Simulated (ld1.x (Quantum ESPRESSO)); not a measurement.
Pseudopotential generation for lead (Pb): PAW, PBE, non-relativistic.

```
Element                 : lead (Pb)
Generator               : ld1.x (Quantum ESPRESSO) 7.5
Type                    : PAW
Functional              : PBE
Relativity              : non-relativistic
Frozen core             : [Xe] 4f14 5d10
Valence charge          : 4
Reference configuration : 6s2 6p1 (charge +1)
Partial waves           : 6s (bound): rcut 1.30, rcutus 1.80 bohr; 6s channel at 2.35 Ry: rcut 1.30, rcutus 1.80 bohr; 6p (bound): rcut 2.65, rcutus 3.05 bohr; 6p channel at 0.45 Ry: rcut 2.65, rcutus 3.05 bohr; 6d channel at 0.4 Ry: rcut 1.80, rcutus 2.40 bohr
Local potential         : all-electron potential smoothed inside 1.80 bohr (lloc = -1)
Core correction         : Bessel-smoothed model core inside 1.75 bohr
Augmentation charge     : BESSEL, radius 1.00 bohr
```

All-electron outer shells of the reference configuration (PBE, non-relativistic, ld1.x):

```tsv
shell	level (eV)	outermost node (bohr)	outermost maximum (bohr)
6s	-16.29	1.13	2.18
6p	-9.91	1.23	2.60
```

**Question.** Is a potential produced?

**Answer.** No. ld1.x (Quantum ESPRESSO) 7.5 stopped with "new_paw_hamiltonian: negative rho": the spherical valence density built from the smooth waves and the augmentation charge turned negative at some radius.
